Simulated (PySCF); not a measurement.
**Working out the ionisation energy of Tc²⁺**

Tc²⁺ [Kr] 4d5 (6S) → Tc³⁺ [Kr] 4d4 (5D). Calculation: PySCF 2.14, in x2c-SVPall (6s5p5d1f, 53 functions); scalar relativity by spin-free X2C-1e. Frozen: [Kr]. Energies in hartree (1 hartree = 27.21139 eV):

```csv
part,Tc²⁺ (lower),Tc³⁺ (upper)
UHF,-4281.920933,-4280.862189
MP2 opposite-spin,0.000000,0.000000
MP2 same-spin,-0.046368,-0.027057
```

Task: What does Hartree-Fock give?

Result: (-4280.862189) − (-4281.920933) = 1.058744 hartree = 28.810 eV.

Task: What do MP2 and SCS-MP2 (6/5 opposite-spin, 1/3 same-spin) give?

Result: The opposite-spin parts differ by 0.000 eV and the same-spin parts by 0.525 eV. MP2: 28.810 + (0.000) + (0.525) = 29.335 eV. SCS-MP2: 28.810 + 1.2 × (0.000) + (0.525)/3 = 28.985 eV.

Reference: 29.55 eV (semi-empirical (NIST evaluation); NIST Atomic Spectra Database, ionization energies), between the lowest levels; spin-orbit coupling is absent from the calculation.

A double-zeta basis recovers only part of the correlation energy.

What remains against the reference includes basis incompleteness, the frozen core and correlation beyond second order.
